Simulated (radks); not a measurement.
Values are calculated unless marked as measured or tabulated.
Task: Ru22+, configuration [Ar] 3d4. Level of theory: Dirac Kohn-Sham, PBE, spin-unpolarised, spherical densities, finite nucleus; open shells fill j = l - 1/2 first; Fermi nuclear charge, rms radius 4.4809 fm (a radial shooting solver on a logarithmic mesh with Libxc functionals).

Spin-orbit splittings of the eigenvalues, e(l+1/2) - e(l-1/2), with zeta = 2 splitting/(2l+1) and mean radii in bohr:

shell  occ.  splitting (eV)  zeta (eV)  <r> j=l-1/2  <r> j=l+1/2
2p        6               ?          ?       0.1230       0.1277
3p        6           26.77      17.85       0.3650       0.3733
3d        4           5.718      2.287       0.3358       0.3383

Estimate the 2p splitting.

Result: 131.9 eV (zeta = 87.93 eV).
